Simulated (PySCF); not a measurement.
Atoms are numbered as in `[CH3:1][CH2:2][B:3]([NH2:4])[CH2:5][CH3:6]`. Hydrogens are named by the atom that carries them.

Geometry: PBE0-D3(BJ)/def2-TZVP; GIAO shifts from PySCF 2.14.0 with density-fitted response routines, gas phase, non-relativistic, averaged over equivalent atoms.

At B97-2/pcSseg-2 (384 basis functions):
```tsv
atoms	δ (ppm)
C2/C5	17.1
C1/C6	12.9
B3	46.2
N4	97.4
H(N4)	3.43
H(C1)/H(C6)	1.03
H(C2)/H(C5)	0.78
```

Chemical shifts δ = σref − σ; ¹³C (σ = 185.38 ppm), ¹H (σ = 31.64 ppm) vs TMS; ¹¹B (σ = 99.77 ppm) vs BF3·OEt2; NH3 for ¹⁵N (σ = 261.75 ppm), all at this level.

Problem. Predict the values at PBE0/pcSseg-2 on the same geometry.

Solution. 
```json
{"atoms": "C2/C5", "δ at PBE0/pcSseg-2": "17.1", "change": "+0.0"}
{"atoms": "C1/C6", "δ at PBE0/pcSseg-2": "12.3", "change": "-0.6"}
{"atoms": "B3", "δ at PBE0/pcSseg-2": "47.7", "change": "+1.5"}
{"atoms": "N4", "δ at PBE0/pcSseg-2": "102.1", "change": "+4.7"}
{"atoms": "H(N4)", "δ at PBE0/pcSseg-2": "3.51", "change": "+0.08"}
{"atoms": "H(C1)/H(C6)", "δ at PBE0/pcSseg-2": "1.02", "change": "-0.01"}
{"atoms": "H(C2)/H(C5)", "δ at PBE0/pcSseg-2": "0.79", "change": "+0.01"}
```

Referencing at the same level of theory: ¹³C (186.03 ppm), ¹H (31.52 ppm) vs TMS; ¹¹B (98.70 ppm) against BF3·OEt2; ¹⁵N (263.78 ppm) against NH3.

The largest change is at N4 (nitrogen bonded to B, 2 H). Cost: 384 basis functions.

A carbon bonded to boron is broadened by the quadrupolar boron nucleus and is often missing from a measured spectrum. Experimental scales use liquid or dissolved standards, which lie at an offset from isolated NH3 (liquid NH3: subtract about 20 ppm).
